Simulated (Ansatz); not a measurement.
```xyz
11

B    -0.222   -1.617   -0.935
Si    0.388   -0.394    0.478
Si    0.831    1.877    0.184
S    -1.791   -0.656   -0.087
H    -0.140   -1.189   -2.050
H    -0.267   -2.791   -0.724
H     0.454   -0.809    1.907
H     0.313    2.281   -1.150
H     2.300    2.110    0.227
H     0.184    2.703    1.238
H    -2.049   -1.515    0.914
```

Charge 0, multiplicity 1. The bonds changed during the relaxation, so this is another structure than the one it started from.

**Question.** List the PBE0/def2-TZVPP orbital energies in eV (the Gaussian-basis code of Ansatz). (An estimate is asked.)

**Answer.** Ansatz gave: Occupied: -2423.44, -1802.95, -1802.71, -218.76, -184.01, -162.58, -162.49, -162.44, -145.28, -145.08, -100.03, -99.90, -99.85, -99.73, -99.72, -99.72, -21.65, -15.98, -14.78, -13.13, -12.21, -10.25, -10.13, -10.00, -9.46, -8.86, -8.45, -7.17. Lowest empty: -1.22, -0.35, 0.19, 0.57, 0.94, 1.06, 1.25, 1.55.
